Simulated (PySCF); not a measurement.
Electric field gradients and quadrupole coupling constants

C6H12O.
Structure used (GFN2-xTB), in Å, numbered top down from 1:
```xyz
19
C6H12O angstrom
C      2.5205    0.9334   -0.0104
C      1.7633    0.4778   -0.9970
O      0.5443   -0.0985   -0.9600
C     -0.1111   -0.2601    0.2925
C      0.4054   -1.5050    1.0152
C     -1.6095   -0.3716   -0.0023
C     -2.1713    0.9166   -0.5913
H      2.2472    0.8844    1.0281
H      3.4668    1.3888   -0.2330
H      2.0886    0.5458   -2.0282
H      0.0677    0.6315    0.9108
H      0.1793   -2.3907    0.4262
H      1.4827   -1.4472    1.1493
H     -0.0674   -1.5962    1.9894
H     -2.1291   -0.6157    0.9258
H     -1.7579   -1.1918   -0.7065
H     -1.6390    1.1707   -1.5042
H     -2.0640    1.7395    0.1128
H     -3.2263    0.7977   -0.8246
```

Field gradients from the PBE0/pcSseg-1 density (PySCF, non-relativistic), principal values in atomic units, ordered |Vxx| ≤ |Vyy| ≤ |Vzz|:

```tsv
atom	Vxx	Vyy	Vzz
O3	-0.3585	-1.4602	1.8187
```

**Question.** Find the asymmetry η = (Vxx − Vyy)/Vzz and the couplings χ = eQV/h (234.96 MHz × Q in barn × V in au), with Q(17O) = −0.0256 b.

**Answer.** 
| atom | environment | nucleus | η | χzz (MHz) | χxx (MHz) | χyy (MHz) |
| --- | --- | --- | --- | --- | --- | --- |
| O3 | ether oxygen | 17O | 0.61 | -10.94 | 2.16 | 8.78 |

The tensor is traceless: Vxx + Vyy + Vzz = 0.

**Question.** What is Vzz at O3 in SI units (1 au = 9.71736 × 10²¹ V/m²)?

**Answer.** 1.8187 au = 17.673 × 10²¹ V/m².

**Question.** And the gradient at the other heavy atoms, for which no coupling is worked out here?

**Answer.** 
```csv
atom,environment,Vzz (au),η
C1,terminal =CH2 carbon,0.124,0.56
C2,vinylic carbon bearing oxygen,-0.393,0.05
C4,sp3 carbon bound to oxygen,0.418,0.08
C5,methyl carbon,0.064,0.42
C6,chain CH2 carbon,0.054,0.98
C7,methyl carbon,0.063,0.51
```

Were the hydrogens deuterons (Q(2H) = 0.00286 b), χzz would run from 187 kHz (H11) to 234 kHz (H9).

Geometry: GFN2-xTB, one conformer, isolated molecule. GFN2-xTB bond lengths can be off by several hundredths of an ångström, more for odd bonds, and the gradients follow them. The small basis limits the accuracy of the gradients.

These values come from a run that also computed NMR shieldings. The run took 27 s of wall time on one thread of an Arm Neoverse V1, no GPU, shared host.
